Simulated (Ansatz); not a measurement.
`[Cl][Ga]([Br])[Br]` + H₂O → `[OH][Ga]([Cl])[Br]` + HBr at 500 K and 1 bar (formal hydrolysis of a Ga–Br bond).

Program: Ansatz. Geometries: PBE0-D4/def2-TZVP. ΔE: electronic, gas phase. CCSD(T)/CBS is the MP2 limit (def2-TZVPP, def2-QZVPP) plus CCSD(T) − MP2 in def2-TZVPP, frozen cores. This one scheme is used for every species. For Br, Ga outer-core shells are correlated without core-valence functions, which leaves a few kJ/mol of doubt a bond. Scalar relativity is left out up to krypton. One conformer a species, not always the lowest.

| species | CCSD(T)/CBS energy (Eh) | H − E (kJ/mol) | S (J/(mol·K)) |
| --- | --- | --- | --- |
| `[Cl][Ga]([Br])[Br]` | -7530.52317 | 42.8 | 399.0 |
| H₂O | -76.37941 | 73.2 | 206.3 |
| `[OH][Ga]([Cl])[Br]` | -5032.95761 | 77.9 | 391.7 |
| HBr | -2573.91920 | 30.5 | 213.7 |

H − E and S are ideal-gas, rigid-rotor, harmonic terms from PBE0-D4/def2-TZVP, for one conformer and one mirror image of each species. 1 Eh = 2625.50 kJ/mol, R = 8.31446 J/(mol·K).

Task: By hand: ΔE, ΔH, ΔS and ΔG.

Result: ΔE = (-5032.95761) + (-2573.91920) − (-7530.52317) − (-76.37941) = 0.02577 Eh = 67.7 kJ/mol. Δ(H − E) = 77.9 + 30.5 − 42.8 − 73.2 = -7.6, so ΔH = 60.1 kJ/mol. ΔS = 391.7 + 213.7 − 399.0 − 206.3 = 0.1 J/(mol·K). ΔG = 60.1 − 500 × (0.1)/1000 = 60.1 kJ/mol.

Task: By hand: the equilibrium constant, and the temperature at which ΔG would vanish if ΔH and ΔS stayed fixed.

Result: log₁₀ K = −ΔG/(RT ln 10) = -6.3. ΔG = 0 at ΔH/ΔS = 601000 K, far beyond where these terms or the molecules hold.

The number of gas molecules stays the same, so ΔS is small and ΔH decides. A doubt of 5 kJ/mol in ΔE shifts log₁₀ K by 0.5 here. Other conformers and mirror images would add mixing entropy, several J/(mol·K) or more a flexible species. These are equilibria of isolated gas molecules and say nothing of rates. Largest T1 diagnostic: 0.011 (customary marks: 0.02 for closed shells, 0.045 for open ones).
